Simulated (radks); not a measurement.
Q: The platinum ion Pt10+ is in [Xe] 4f14. Calculated with a radial shooting solver on a logarithmic mesh with Libxc functionals: scalar-relativistic Kohn-Sham, PBEsol, spin-polarised, spherical densities, finite nucleus; Fermi nuclear charge, rms radius of each element as measured or else 0.836 A^(1/3) + 0.57 fm. Open shells are filled with parallel spins first. One electron is removed from 4d, 5p, 5s, 4f in turn, with full relaxation. Which removal costs least, and what does each cost?

A: 5p 224.49 eV; 4f 256.35 eV; 5s 275.45 eV; 4d 493.89 eV. The 5p electron leaves first.
